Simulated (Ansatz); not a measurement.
Ansatz (a program for electronic structure) input (HSE06/def2-TZVPD):

Ansatz 0.2 input:
```yaml
crystal:
  periodic: [false, false, false]
  atoms:
    - {symbol: C, position_ang: [1.89544576, -0.71084597, -0.76156033]}
    - {symbol: C, position_ang: [1.19551772, 0.65636782, -0.61573374]}
    - {symbol: C, position_ang: [-0.03363174, 0.62442671, 0.23195955]}
    - {symbol: C, position_ang: [0.11314075, 0.55209630, 1.71400645]}
    - {symbol: C, position_ang: [-1.37058373, 0.34430894, -0.37346568]}
    - {symbol: C, position_ang: [-1.83376190, -1.11993413, -0.23473310]}
    - {symbol: H, position_ang: [2.17427819, -1.11302371, 0.21408419]}
    - {symbol: H, position_ang: [2.80445185, -0.62047251, -1.36051361]}
    - {symbol: H, position_ang: [1.24194456, -1.43663787, -1.24804494]}
    - {symbol: H, position_ang: [1.91692186, 1.36172873, -0.18708954]}
    - {symbol: H, position_ang: [0.94674874, 1.02866343, -1.61420053]}
    - {symbol: H, position_ang: [0.95713903, 1.15352260, 2.06298984]}
    - {symbol: H, position_ang: [0.29509526, -0.47332882, 2.07141319]}
    - {symbol: H, position_ang: [-0.78916006, 0.90002156, 2.22452659]}
    - {symbol: H, position_ang: [-1.35975169, 0.61255806, -1.43365822]}
    - {symbol: H, position_ang: [-2.12725957, 0.98073184, 0.10301448]}
    - {symbol: H, position_ang: [-1.14595524, -1.79996674, -0.73966704]}
    - {symbol: H, position_ang: [-1.88512894, -1.41595303, 0.81451501]}
    - {symbol: H, position_ang: [-2.82608513, -1.25636162, -0.67020851]}
basis:
  gaussian:
    orbitals: def2-TZVPD
hamiltonian:
  xc: {name: HSE06}
magnetization: {spin_polarized: true, initial_magnetization: 1}
output: {forces: true}
```

End of the output:

```
mean field: 3.33 GiB planned
mean field evaluation 1: about -6410.7187 eV, gradient 5.8e1 eV
mean field evaluation 2: about -6393.0964 eV, gradient 7.9e1 eV
mean field evaluation 4: about -6426.9575 eV, gradient 4.9e0 eV
mean field evaluation 8: about -6427.0675 eV, gradient 1.2e-1 eV
mean field evaluation 16: about -6427.0221 eV, gradient 6.6e-4 eV
mean field -6427.02210930 eV, -236.1887061247 hartree, gradient 8.3e-5 eV, S^2 0.755291; 0 other end points of the search recorded, 0 dependent functions left out
the calculation of the forces begins
reference -6427.02216989 eV, -236.1887083515 hartree; 25, 24 occupied and 314, 315 virtual orbitals, 1707 factors
Total energy: -6427.02216989 eV, -236.1887083515 hartree
Atom 0 at     1.895446    -0.710846    -0.761560 Å, force    -0.096208     0.205438     0.019950 eV/Å
Atom 1 at     1.195518     0.656368    -0.615734 Å, force    -0.001022    -0.219865     0.061903 eV/Å
Atom 2 at    -0.033632     0.624427     0.231960 Å, force     0.003254    -0.023838     0.009327 eV/Å
Atom 3 at     0.113141     0.552096     1.714006 Å, force    -0.012069    -0.009921    -0.139040 eV/Å
Atom 4 at    -1.370584     0.344309    -0.373466 Å, force     0.048480    -0.202037     0.087669 eV/Å
Atom 5 at    -1.833762    -1.119934    -0.234733 Å, force     0.061395     0.218079    -0.022693 eV/Å
Atom 6 at     2.174278    -1.113024     0.214084 Å, force     0.016240    -0.013966     0.034614 eV/Å
Atom 7 at     2.804452    -0.620473    -1.360514 Å, force     0.029072     0.003617    -0.019233 eV/Å
Atom 8 at     1.241945    -1.436638    -1.248045 Å, force    -0.017102    -0.028539    -0.023296 eV/Å
Atom 9 at     1.916922     1.361729    -0.187090 Å, force     0.021254     0.029750     0.018486 eV/Å
Atom 10 at     0.946749     1.028663    -1.614201 Å, force    -0.014416     0.020099    -0.038798 eV/Å
Atom 11 at     0.957139     1.153523     2.062990 Å, force     0.025542     0.025535     0.008866 eV/Å
Atom 12 at     0.295095    -0.473329     2.071413 Å, force     0.004132    -0.021747     0.008820 eV/Å
Atom 13 at    -0.789160     0.900022     2.224527 Å, force    -0.030119     0.017629     0.014000 eV/Å
Atom 14 at    -1.359752     0.612558    -1.433658 Å, force     0.002966     0.017282    -0.044115 eV/Å
Atom 15 at    -2.127260     0.980732     0.103014 Å, force    -0.020891     0.026526     0.017996 eV/Å
Atom 16 at    -1.145955    -1.799967    -0.739667 Å, force     0.017955    -0.029594    -0.021191 eV/Å
Atom 17 at    -1.885129    -1.415953     0.814515 Å, force    -0.006328    -0.010857     0.040550 eV/Å
Atom 18 at    -2.826085    -1.256362    -0.670209 Å, force    -0.032137    -0.003593    -0.013817 eV/Å
Dipole moment:     0.003590    -0.026160     0.001100 e Å
```

It need not be the lowest isomer of its formula.
